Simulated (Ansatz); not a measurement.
Relaxation of nido-B5H9 (I for H, site a on B) (B5H8I) with RKS B3LYP-D4/def2-SVP.

```sh
$ ansatz run in.yaml --threads 4 --pin off --events-out ev --progress --plain --max-ram 4787MiB
```

```yaml
crystal:
  periodic: [false, false, false]
  atoms:
    - {symbol: B, position_ang: [-1.225720, 0.441830, -0.006070]}
    - {symbol: B, position_ang: [0.331620, 0.683330, 0.945900]}
    - {symbol: B, position_ang: [-0.283570, -0.862780, 0.512660]}
    - {symbol: B, position_ang: [-0.321300, -0.619530, -1.177840]}
    - {symbol: B, position_ang: [1.200370, -0.472100, -0.191440]}
    - {symbol: I, position_ang: [0.754040, 1.387670, 2.954650]}
    - {symbol: H, position_ang: [-2.341440, 0.718340, 0.209360]}
    - {symbol: H, position_ang: [-0.576680, -1.774140, 1.185080]}
    - {symbol: H, position_ang: [-0.664780, -1.344420, -2.030070]}
    - {symbol: H, position_ang: [2.243130, -1.000000, -0.154070]}
    - {symbol: H, position_ang: [-0.428280, 1.549480, 0.330340]}
    - {symbol: H, position_ang: [1.378930, 0.870760, 0.188500]}
    - {symbol: H, position_ang: [0.894940, -0.139550, -1.459230]}
    - {symbol: H, position_ang: [-0.961270, 0.561110, -1.307760]}
basis:
  gaussian: {orbitals: def2-SVP}
hamiltonian: {xc: {name: B3LYP}, dispersion: d4}
scf: {lower_state_search: "off"}
output: {orbitals: {seedname: orbitals}}
relax: {f_tol: 0.02, max_steps: 100}
```

Hardware: 4 threads of Arm Neoverse V2 on a shared host. Wall time 14 s.

Positions (Å) and forces (eV/Å) at steps 1, 2, 3, 4, 6 of 6:

```xyz
14
step=1 energy=-11614.0410 eV
B    -1.226    0.442   -0.006    1.119   -0.316    0.229
B     0.332    0.683    0.946   -0.265   -0.744    0.184
B    -0.284   -0.863    0.513    0.082    0.254   -0.162
B    -0.321   -0.620   -1.178    0.110    0.218    1.125
B     1.200   -0.472   -0.191   -1.013    0.504    0.327
I     0.754    1.388    2.955    0.013    0.040   -0.015
H    -2.341    0.718    0.209   -0.610    0.231    0.041
H    -0.577   -1.774    1.185   -0.161   -0.503    0.377
H    -0.665   -1.344   -2.030   -0.166   -0.323   -0.553
H     2.243   -1.000   -0.154    0.613   -0.224   -0.059
H    -0.428    1.549    0.330   -0.190    0.189   -0.392
H     1.379    0.871    0.189    0.210    0.035   -0.423
H     0.895   -0.140   -1.459    0.156    0.325   -0.312
H    -0.961    0.561   -1.308    0.100    0.315   -0.367
14
step=2 energy=-11614.1447 eV
B    -1.213    0.427    0.005    0.316    0.098    0.140
B     0.322    0.655    0.956   -0.117   -0.346    0.186
B    -0.293   -0.893    0.536    0.064    0.204   -0.128
B    -0.323   -0.628   -1.153   -0.015    0.022    0.277
B     1.183   -0.475   -0.179   -0.148    0.292    0.118
I     0.760    1.407    2.945    0.005    0.021   -0.038
H    -2.342    0.745    0.194   -0.155    0.050   -0.005
H    -0.591   -1.819    1.217   -0.042   -0.129    0.082
H    -0.662   -1.330   -2.051   -0.034   -0.070   -0.142
H     2.259   -0.979   -0.172    0.148   -0.064   -0.024
H    -0.414    1.535    0.296   -0.172   -0.014   -0.137
H     1.354    0.871    0.157    0.099   -0.118   -0.154
H     0.882   -0.099   -1.448    0.044    0.030   -0.070
H    -0.922    0.582   -1.302    0.009    0.023   -0.103
14
step=3 energy=-11614.1592 eV
B    -1.209    0.428    0.012    0.037    0.182    0.060
B     0.317    0.638    0.969   -0.059   -0.171    0.090
B    -0.295   -0.900    0.538    0.006    0.022    0.026
B    -0.324   -0.628   -1.145   -0.036   -0.012   -0.039
B     1.181   -0.472   -0.173    0.107    0.170    0.015
I     0.769    1.432    2.936    0.000    0.003   -0.016
H    -2.346    0.756    0.188    0.017   -0.030   -0.004
H    -0.597   -1.836    1.216    0.001    0.006   -0.026
H    -0.660   -1.322   -2.061    0.008    0.003    0.032
H     2.267   -0.973   -0.179   -0.033   -0.015    0.007
H    -0.419    1.525    0.293   -0.101   -0.027   -0.063
H     1.351    0.860    0.154    0.048   -0.085   -0.073
H     0.882   -0.093   -1.446    0.000   -0.016    0.005
H    -0.916    0.584   -1.302    0.006   -0.030   -0.015
14
step=4 energy=-11614.1649 eV
B    -1.206    0.435    0.015   -0.033    0.110    0.003
B     0.313    0.628    0.977   -0.024   -0.067    0.038
B    -0.296   -0.900    0.538   -0.008   -0.023    0.062
B    -0.324   -0.626   -1.142   -0.020   -0.002   -0.100
B     1.184   -0.464   -0.171    0.104    0.067   -0.025
I     0.772    1.442    2.932    0.000    0.001   -0.010
H    -2.346    0.757    0.188    0.032   -0.032    0.000
H    -0.600   -1.844    1.207    0.008    0.025   -0.035
H    -0.659   -1.322   -2.057    0.008    0.005    0.045
H     2.267   -0.973   -0.177   -0.046   -0.006    0.012
H    -0.427    1.521    0.290   -0.025   -0.005   -0.012
H     1.354    0.852    0.150    0.014   -0.020   -0.015
H     0.883   -0.091   -1.446   -0.017   -0.021    0.022
H    -0.915    0.585   -1.304    0.006   -0.033    0.014
14
step=6 energy=-11614.1668 eV
B    -1.205    0.443    0.016   -0.002    0.002    0.001
B     0.311    0.622    0.984   -0.003   -0.007   -0.004
B    -0.295   -0.898    0.537    0.001    0.000    0.010
B    -0.324   -0.621   -1.143   -0.001   -0.003   -0.013
B     1.188   -0.456   -0.172    0.002    0.000   -0.001
I     0.776    1.449    2.929    0.002    0.004    0.007
H    -2.346    0.751    0.190    0.001   -0.001   -0.001
H    -0.601   -1.850    1.190    0.002    0.002    0.002
H    -0.661   -1.329   -2.046    0.000    0.001   -0.001
H     2.262   -0.979   -0.174   -0.002    0.000    0.000
H    -0.432    1.522    0.292    0.002    0.000   -0.002
H     1.357    0.851    0.150   -0.002   -0.002    0.000
H     0.883   -0.091   -1.448    0.001    0.003    0.000
H    -0.914    0.585   -1.306    0.000    0.001    0.001
```

In the def2 sets I takes a core potential; there is no spin–orbit coupling. Another isomer (singlet) lies 0.06 eV lower at PBE0-D4/def2-TZVP; other spin states weren't run for this one.
